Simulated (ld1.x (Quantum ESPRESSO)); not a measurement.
**Scattering properties, TM potential for Hf**

hafnium, norm-conserving Troullier–Martins (Kleinman–Bylander form), made with ld1.x (Quantum ESPRESSO) 7.5 (LDA (PZ), scalar-relativistic). Core [Kr] 4d10, reference 4f14 5s2 5p6 5d2 6s2 6p0. Waves: 5p (bound): rc 2.15 bohr; 5d (bound): rc 2.50 bohr; 4f (bound): rc 0.80 bohr; 5s (bound): rc 1.05 bohr. Local part: the s channel. Core correction: none.

Occupied shells without a wave of their own: 6s. They enter only through the test configuration that unscreens the potential.

The phase is arctan(r·u′/u) with u = r·R(r), unwrapped; energies in Ry, scanned from -7 to 5 Ry. A pole is an energy at which the radial function vanishes at the test radius. The pseudo phase is shifted by a multiple of π to meet the all-electron one at the reference energy, and phase errors are pseudo minus all-electron; the curves can meet again beyond the range given. Levels narrower than the energy grid can be missing from the lists of poles.

```json
{"channel": "s", "radius (bohr)": "2.70", "reference energy (Ry)": "-4.94", "poles, all-electron": "-4.91, 2.39", "poles, pseudo": "-4.91, 2.31", "unbroken range about the reference energy with phases within 0.05 rad": "the whole range", "phase error 1 Ry above the reference energy (rad)": "-0.000"}
{"channel": "p", "radius (bohr)": "2.70", "reference energy (Ry)": "-2.62", "poles, all-electron": "-2.50, 4.02", "poles, pseudo": "-2.50, 3.79", "unbroken range about the reference energy with phases within 0.05 rad": "below 0.4", "phase error 1 Ry above the reference energy (rad)": "-0.001"}
{"channel": "d", "radius (bohr)": "2.70", "reference energy (Ry)": "-0.21", "poles, all-electron": "0.55", "poles, pseudo": "0.55", "unbroken range about the reference energy with phases within 0.05 rad": "the whole range", "phase error 1 Ry above the reference energy (rad)": "+0.000"}
{"channel": "f", "radius (bohr)": "2.70", "reference energy (Ry)": "-1.25", "poles, all-electron": "-1.24, 3.88", "poles, pseudo": "-1.24, 4.04", "unbroken range about the reference energy with phases within 0.05 rad": "below 1.5", "phase error 1 Ry above the reference energy (rad)": "+0.001"}
```

A Bessel basis up to 400 Ry misses an occupied level by 0.05 Ry, so cutoffs and ghosts were not judged.

Phases in the f channel:

| E (Ry) | all-electron | pseudo |
| --- | --- | --- |
| -7.00 | 1.438 | 1.438 |
| -6.74 | 1.436 | 1.436 |
| -6.48 | 1.433 | 1.433 |
| -6.22 | 1.431 | 1.431 |
| -5.96 | 1.428 | 1.428 |
| -5.70 | 1.425 | 1.425 |
| -5.44 | 1.422 | 1.422 |
| -5.18 | 1.419 | 1.419 |
| -4.92 | 1.416 | 1.416 |
| -4.66 | 1.412 | 1.412 |
| -4.40 | 1.408 | 1.408 |
| -4.14 | 1.404 | 1.404 |
| -3.88 | 1.399 | 1.399 |
| -3.62 | 1.394 | 1.394 |
| -3.36 | 1.389 | 1.389 |
| -3.10 | 1.383 | 1.383 |
| -2.84 | 1.376 | 1.376 |
| -2.58 | 1.369 | 1.369 |
| -2.32 | 1.360 | 1.361 |
| -2.06 | 1.351 | 1.351 |
| -1.80 | 1.338 | 1.338 |
| -1.54 | 1.319 | 1.319 |
| -1.28 | 1.087 | 1.089 |
| -1.02 | -1.813 | -1.813 |
| -0.76 | -1.841 | -1.841 |
| -0.50 | -1.865 | -1.865 |
| -0.24 | -1.893 | -1.893 |
| 0.02 | -1.928 | -1.926 |
| 0.28 | -1.972 | -1.970 |
| 0.54 | -2.033 | -2.030 |
| 0.80 | -2.123 | -2.117 |
| 1.06 | -2.265 | -2.254 |
| 1.32 | -2.514 | -2.488 |
| 1.58 | -2.963 | -2.908 |
| 1.84 | -3.571 | -3.501 |
| 2.10 | -4.031 | -3.978 |
| 2.36 | -4.287 | -4.251 |
| 2.62 | -4.434 | -4.408 |
| 2.88 | -4.528 | -4.506 |
| 3.14 | -4.594 | -4.575 |
| 3.40 | -4.643 | -4.625 |
| 3.66 | -4.683 | -4.665 |
| 3.92 | -4.717 | -4.699 |
| 4.18 | -4.748 | -4.728 |
| 4.44 | -4.777 | -4.755 |
| 4.70 | -4.807 | -4.782 |
| 4.96 | -4.839 | -4.808 |
